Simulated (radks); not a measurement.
Problem. These are the eigenvalues of the occupied orbitals of an atom or ion with whole-number occupations (eV). All-electron calculation, scalar-relativistic Kohn-Sham, LDA (Slater exchange, VWN5 correlation), spin-unpolarised, spherical densities, finite nucleus; Fermi nuclear charge, rms radius of each element as measured or else 0.836 A^(1/3) + 0.57 fm. Program: a radial shooting solver on a logarithmic mesh with Libxc functionals.

orbital  eigenvalue
1s        -3110.337
2s        -295.9714
2p        -229.8806
3s         -24.2668
3p         -10.3876

Which element is it, and in what charge state? The configuration may be excited.

Solution. Z = 18, argon, charge 0: Ar in [Ar]. The list shows which subshells hold electrons but not how many an open one holds; the 1s level, -114.3 hartree, gives Z - s = 15.1 by -(Z - s)^2/2, which with screening and relativity narrows Z to a few neighbours, and the depths of the outer levels then fix element, charge and occupations together.
